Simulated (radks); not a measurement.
Task: All-electron atom: I2+ in [Kr] 4d10 5s2 5p3. All-electron calculation, scalar-relativistic Kohn-Sham, r2SCAN, spin-polarised, spherical densities, finite nucleus; open shells are filled with parallel spins first (spin-orbit coupling, left out, can overturn this in heavy ions); meta-GGA in the generalised Kohn-Sham scheme; Fermi nuclear charge, rms radius 4.75 fm. Program: a radial shooting solver on a logarithmic mesh with Libxc functionals. Some entries of the table are withheld. Estimate them.

orbital  occ.  eigenvalue (hartree)  r(max) (bohr)
1s up       1             -1215.013        0.01754
1s down     1             -1215.006        0.01754
2s up       1             -188.9818        0.09906
2s down     1             -188.9810        0.09906
2p up       3             -169.5830        0.07950
2p down     3             -169.5788        0.07950
3s up       1             -38.98776         0.2852
3s down     1             -38.98439         0.2852
3p up       3             -32.65999         0.2791
3p down     3             -32.65533         0.2791
3d up       5             -23.19767         0.2321
3d down     5             -23.19277         0.2321
4s up       1              -7.54886         0.6808
4s down     1              -7.53764         0.6813
4p up       3              -5.55472         0.7149
4p down     3              -5.54476         0.7155
4d up       5              -2.63801            (1)
4d down     5              -2.62233            (2)
5s up       1              -1.39242          1.687
5s down     1              -1.26293          1.667
5p up       3              -0.95558            (3)
5p down     0              -0.81512            (4)

Result: 
(1) 4d up r(max) (bohr): 0.7773
(2) 4d down r(max) (bohr): 0.7776
(3) 5p up r(max) (bohr): 1.936
(4) 5p down r(max) (bohr): 1.919
